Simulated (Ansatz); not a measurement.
`[SiH3]O[SiH2]Br` + `[OH][AlH2]` → `[AlH2][O][SiH2]Br` + `O[SiH3]`  (ligand exchange at the Si–O bond)

Computed with Ansatz on PBE0-D4/def2-TZVP structures; ΔE is electronic, products minus reactants. CCSD(T)/CBS is the MP2 limit (def2-TZVPP, def2-QZVPP) plus CCSD(T) − MP2 in def2-TZVPP, frozen cores. This one scheme is used for every species. For Br outer-core shells are correlated without core-valence functions, which leaves a few kJ/mol of doubt a bond. Scalar relativity is left out up to krypton. One conformer a species, not always the lowest.

```json
{"species": "`[SiH3]O[SiH2]Br`", "HF/def2-QZVPP energy (Eh)": "-3228.33455"}
{"species": "`[OH][AlH2]`", "HF/def2-QZVPP energy (Eh)": "-318.62501"}
{"species": "`[AlH2][O][SiH2]Br`", "HF/def2-QZVPP energy (Eh)": "-3180.73983"}
{"species": "`O[SiH3]`", "HF/def2-QZVPP energy (Eh)": "-366.22391"}
```

Problem. Work out ΔE.

Solution. ΔE = (-3180.73983) + (-366.22391) − (-3228.33455) − (-318.62501) = -0.00418 Eh = -0.11 eV. CCSD(T)/CBS gives -0.05 eV.

Largest T1 diagnostic among the species: 0.012.

In def2-TZVPP, CCSD(T) changes the Hartree–Fock value by +0.06 eV (the triples alone add +0.01 eV) and MP2 by +0.06 eV.
